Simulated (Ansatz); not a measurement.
Two isomers of C3H9O2Sb: A = `CC[O][SbH][O]C`, B = `C[O][Sb]([CH3])[O]C`.

Isolated molecules relaxed with PBE0-D4/def2-TZVP in Ansatz; ΔE leaves out vibrations. CCSD(T)/CBS is the MP2 limit (def2-TZVPP, def2-QZVPP) plus CCSD(T) − MP2 in def2-TZVPP, frozen cores. Functionals use def2-TZVPP. B3LYP here is the variant with VWN-RPA as its local correlation; programs differ in this. Elements past krypton have def2 core potentials. For Sb outer-core shells are correlated without core-valence functions, which leaves a few kJ/mol of doubt a bond. One conformer a species, not always the lowest.

Task: Which isomer does CCSD(T)/CBS put lower? Give the gap. (An estimate is asked.)

Result: The calculation gave: B, by 29.9 kJ/mol.

Task: Give E(B) − E(A) in kJ/mol with r2SCAN-D4, MP2/def2-TZVPP, PBE-D4, CCSD/def2-TZVPP, CCSD(T)/def2-TZVPP, B3LYP-D4, ωB97M-V. (Estimate.)

Result: Computed: r2SCAN-D4 -25.9, MP2/def2-TZVPP -31.0, PBE-D4 -24.5, CCSD/def2-TZVPP -24.6, CCSD(T)/def2-TZVPP -25.8, B3LYP-D4 -25.2, ωB97M-V -25.5. None reverses the order clearly.

Largest T1 diagnostic: 0.014.

In def2-TZVPP, CCSD(T) changes the Hartree–Fock value by −8.0 kJ/mol (the triples alone add −1.2 kJ/mol) and MP2 by −13.3 kJ/mol.
